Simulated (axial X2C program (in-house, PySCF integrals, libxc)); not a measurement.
# Ga₂⁺ along the bond: PBE0, two-component

Calculated with an in-house all-electron X2C program for linear molecules (integrals from PySCF). Two-component (2c) means X2C with spin–orbit coupling and atomic mean-field two-electron Coulomb and Gaunt terms. Basis: Ga dyall-cv3z [9s9p7d4f1g] (cores contracted in-house); Gaussian nuclei, density fitting, unrestricted open shells. Masses: Ga 68.926 u.

State: Ω = 1/2 (⟨Sz⟩ = 0.50, ⟨Lz⟩ = 0.00 at PBE0).

Results along the bond:

```
R (Å)  HOMO (eV)  LUMO (eV)
2.854      -9.91      -7.74
2.986      -9.81      -7.57
3.084      -9.74      -7.45
3.183      -9.66      -7.34
3.281      -9.57      -7.23
3.396      -9.48      -7.13
3.511      -9.38      -7.03
3.658      -9.25      -6.92
3.839      -9.09      -6.79
4.101      -8.86      -6.65
```

One determinant describes the state; a PBE0 search over occupations chose it and may have missed a lower one. Density functionals use the spin component along the axis (collinear).
